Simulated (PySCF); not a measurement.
SMILES [OH][Al]([Si](F)(F)F)[OH], singlet at its PBE0/def2-SVP optimised geometry (Å):

```
9

Si    -0.8898    -1.7720     0.0158
F     -2.4985    -1.7051    -0.0473
F     -0.5283    -2.6058     1.3486
F     -0.4353    -2.6907    -1.2295
Al     0.1544     0.4070     0.0000
O      1.8443     0.4070     0.0000
O     -0.8744     1.7477     0.0000
H      2.4985     1.1051    -0.0067
H     -0.7121     2.6907    -0.0054
```

Computed with PBE0/def2-TZVP (PySCF). Cells within 0.4 Å of a nucleus heavier than hydrogen are left out (blank, or x).

Map of the Laplacian of the electron density (e/bohr⁵) on the plane z = 1.0 Å:

```
|222222222222222222222222222|
|222222222222222222222222222|
|222222222222222222222222222|
|222222222222222222222222222|
|222222222222222222222222222|
|222222222222222222222222222|
|222222222222222222222222222|
|222222222222222222222222222|
|222222222233222222222222222|
|222222222233222222222222222|
|222222222222222222222222222|
|222222222222222222322222222|
|222222222222222223322222222|
|222222222222222222322222222|
|222222222222222222222222222|
|222222222222222222222222222|
|222222222222222222222222222|
|222222332223322222222222222|
|222222332234542222222222222|
|222222222354473222222222222|
|222222222370x93222222222222|
|222222222249963222222222222|
|222222222223332222222222222|
|222222222222222222222222222|
|222222222222222222222222222|
|222222222222222222222222222|
|222222222222222222222222222|
```
Scale: ten equal steps from -0.346 (start of '0') to 1.13 (end of '9'), in the order '0123456789'; x runs from -5.00 to 5.00, y from -5.00 (bottom) to 5.00 (top).
